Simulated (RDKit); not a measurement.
A run for RDKit: UFF on CH4O (SMILES CO).

```python
from rdkit import Chem
from rdkit.Chem import AllChem, rdDetermineBonds

blocks = [
'''6

C    -0.15652583    0.48939486    0.21188033
O    -0.17822663   -0.76300003    0.90543363
H    -0.03892973    0.33832945   -0.86339618
H     0.70400718    1.03688556    0.58944981
H    -1.06008183    1.07226993    0.40661723
H    -0.93561465   -1.27924997    0.60774502
''',
]
mol = None
for b in blocks:
    f = Chem.MolFromXYZBlock(b)
    rdDetermineBonds.DetermineBonds(f, charge=0)
    mol = f if mol is None else Chem.CombineMols(mol, f)
Chem.SanitizeMol(mol)
print(Chem.MolToSmiles(Chem.RemoveHs(mol)))
ff = AllChem.UFFGetMoleculeForceField(mol, vdwThresh=100.0, ignoreInterfragInteractions=False)
e = ff.CalcEnergy()
print(f'UFF energy {e:.6f} kcal/mol')
```

Program output:

```
CO
UFF energy 2.855066 kcal/mol
```

The run finished.

Cost: around 0.03 core-seconds (rough).
